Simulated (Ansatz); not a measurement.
`N[SiH]1SS1`. The species carries charge 0 and has multiplicity 1. The structure was optimised at the PBE0-D4/def2-TZVP level. It is one conformer, not always the lowest.

```xyz
7

N     0.224    1.148   -0.288
Si    0.163   -0.509    0.003
S    -0.694   -1.301    1.744
S    -1.612   -1.605   -0.196
H     1.016    1.585   -0.726
H    -0.511    1.788   -0.041
H     1.415   -1.107   -0.495
```

Problem. What is the dipole moment at ωB97M-V/def2-TZVPP? (Best estimate.)

Solution. Computed: 3.48 D, with components (1.75, 2.73, -1.25) D in this frame, pointing from negative to positive charge.

Problem. And with PBE, r2SCAN, B3LYP? (Estimate.)

Solution. The calculation gave: PBE 3.39 D, r2SCAN 3.49 D, B3LYP 3.45 D.

Problem. Give the Mulliken charges with ωB97M-V, r2SCAN, B3LYP in def2-TZVPP. (Estimate.)

Solution. Ansatz gave: 
```csv
atom,ωB97M-V,r2SCAN,B3LYP
N1,-0.35,-0.46,-0.39
Si2,0.46,0.60,0.55
S3,-0.18,-0.22,-0.21
S4,-0.18,-0.22,-0.21
H5,0.13,0.17,0.15
H6,0.14,0.18,0.16
H7,-0.01,-0.06,-0.05
```

B3LYP here is the variant with VWN-RPA as its local correlation; programs differ in this.
